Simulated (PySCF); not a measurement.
Distorted geometries of [Ce(NH3)3]3+

[Ce(NH3)3]3+ (singlet in the valence; each metal's 4f electrons, 1 of them, lie in its core potential, out of spins and levels). PySCF 2.14.0, RKS PBE0, Ce lcecp-1-SVP with ECP47, N def2-SVP, H def2-SVP; non-relativistic Hamiltonian with scalar-relativistic core potentials where named; density fitting; no spin-orbit coupling. Relaxed geometry:

```xyz
13

Ce    0.0000    0.0000    0.7514
N     2.4220   -0.0008    0.0059
H     3.1048   -0.2563    0.7427
H     2.6658   -0.6504   -0.7630
H     2.7879    0.9056   -0.3363
N    -1.2103    2.0979    0.0059
H    -1.3304    2.8170    0.7427
H    -0.7696    2.6339   -0.7630
H    -2.1782    1.9616   -0.3363
N    -1.2117   -2.0971    0.0059
H    -1.7744   -2.5607    0.7427
H    -1.8962   -1.9834   -0.7630
H    -0.6097   -2.8672   -0.3363
```

Q: Order these distorted geometries by energy above the relaxed one, lowest first.
A.
```xyz
13

Ce    0.1057   -0.0905    0.7118
N     2.4107   -0.0760    0.0804
H     3.0672   -0.2145    0.7976
H     2.6216   -0.5857   -0.8228
H     2.8742    0.8889   -0.4691
N    -1.1946    2.0586    0.0707
H    -1.2850    2.8058    0.6330
H    -0.8148    2.5224   -0.7468
H    -2.0731    1.9661   -0.2446
N    -1.2538   -2.0339    0.0679
H    -1.8142   -2.5929    0.7784
H    -2.0141   -2.0549   -0.7498
H    -0.6298   -2.5935   -0.4081
```
B.
```xyz
13

Ce    0.0096    0.0006    0.7648
N     2.4207   -0.0482   -0.0289
H     3.1393   -0.1730    0.7624
H     2.6533   -0.7047   -0.7057
H     2.7292    0.8841   -0.4031
N    -1.1324    2.0799   -0.0308
H    -1.4113    2.7214    0.7818
H    -0.7793    2.6047   -0.7273
H    -2.2010    1.9752   -0.3204
N    -1.1927   -1.9942    0.0360
H    -1.6645   -2.5839    0.7112
H    -1.9333   -1.9907   -0.7310
H    -0.6377   -2.7712   -0.4099
```
C.
```xyz
13

Ce    0.0243    0.0505    0.6603
N     2.4478   -0.0143   -0.0152
H     3.0215   -0.3768    0.6962
H     2.6118   -0.5831   -0.8602
H     2.8557    0.7520   -0.1567
N    -1.3779    2.0488    0.0043
H    -1.2772    2.8335    0.7351
H    -0.7169    2.7216   -0.6275
H    -2.0589    1.9747   -0.4052
N    -1.2175   -2.0212   -0.0624
H    -1.7556   -2.5509    0.7207
H    -1.9780   -1.9669   -0.6508
H    -0.5789   -2.8679   -0.3396
```

A: B (0.76 eV), A (1.82 eV), C (3.75 eV).

Q: Which forces (eV/Å) act in the one that lies 0.76 eV up?

A: 
```
Ce   0.37  0.31  0.14
N    0.11  2.89  3.37
H   -0.91 -0.13 -1.13
H    0.95 -2.03 -2.16
H   -0.14 -0.67 -0.08
N   -5.61 -2.53  4.59
H    1.16 -0.23 -0.96
H    2.01  3.15 -3.58
H    2.29 -0.23 -0.01
N   -0.38 -1.47 -2.41
H   -0.66 -0.25  1.16
H    0.44  0.63  0.79
H    0.37  0.58  0.28
```
Forces carry noise of the integration grid, about 0.01 to 0.03 eV/Å.

An lcecp potential fixes the number of 4f electrons, so in runs with it no electron can move into or out of that shell.
